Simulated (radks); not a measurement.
The numbers below are computed, except where a source is named.
Excited configurations of Cs I: one electron is placed in a higher orbital outside [Xe]. The ground configuration is [Xe] 6s1. Code: a radial shooting solver on a logarithmic mesh with Libxc functionals. Model: scalar-relativistic Kohn-Sham, LDA (Slater exchange, Perdew-Wang correlation), spin-unpolarised, spherical densities, point nucleus. Excitation = E - E(ground); binding = E(ion) - E, where the ion is the core of charge +1; n* = 1/sqrt(2 binding) in atomic units, and the quantum defect is n - n*.

outer orbital  excitation (eV)  binding (eV)     n*  quantum defect  eigenvalue (eV)  <r> (bohr)
4f                       3.084         0.913  3.861           0.139           -0.439       17.45
5d                       1.721         2.275  2.445           2.555           -0.621       6.414
6p                       1.474         2.523  2.322           3.678           -1.323       7.623
6d                       2.688         1.308  3.225           2.775           -0.692       13.80
6f                       3.540         0.457  5.457           0.543           -0.289       44.11
7s                       2.215         1.782  2.763           4.237           -1.080       12.26
7d                       3.179         0.818  4.078           2.922           -0.495       24.47

Estimate the row for 5f.

Answer. excitation (eV) 3.366; binding (eV) 0.631; n* 4.644; quantum defect 0.356; eigenvalue (eV) -0.369; <r> (bohr) 29.48. The Delta-SCF ionisation energy is 3.997 eV (NIST Atomic Spectra Database: 3.894 eV, measured). Self-interaction in the functional shifts the binding energies and quantum defects, so they are the method's values and not measured ones. Spin polarisation and multiplet splitting are left out, so open shells lie too high by an amount that depends on their filling.

Beside tabulated values, note that spin-unpolarised runs miss the spin-polarisation part of the exchange energy of open shells.
